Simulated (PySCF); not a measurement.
Precursor series Ti Cl-OH. Isolated molecules, 0 K electronic values unless said otherwise. One relaxed conformer stands for each flexible species; it need not be the lowest.

The HOMO–LUMO gap from two functionals at the same geometries (BP86-D3(BJ)/def2-SVP), both in PySCF: PBE-D3(BJ)/def2-TZVP and B3LYP-D3(BJ)/def2-TZVP. B3LYP has the VWN-RPA correlation part, as in Gaussian. 

```
species                                    PBE-D3(BJ)/def2-TZVP (eV)  B3LYP-D3(BJ)/def2-TZVP (eV)
-----------------------------------------  -------------------------  ---------------------------
0 of 4 Cl replaced by OH                                        3.64                         5.31
1 of 4 Cl replaced by OH ([Ti(Cl)3(OH)])                        3.81                         5.47
2 of 4 Cl replaced by OH ([Ti(Cl)2(OH)2])                       4.02                         5.75
3 of 4 Cl replaced by OH ([Ti(Cl)(OH)3])                        4.33                         6.17
4 of 4 Cl replaced by OH ([Ti(OH)4])                            5.08                         7.17
```

Over these rows, drawn at random from the members with no instability flagged (it was tested for open shells, ions and some series alone), PBE minus B3LYP-D3(BJ): mean -1.80 eV, from -2.09 eV to -1.66 eV.
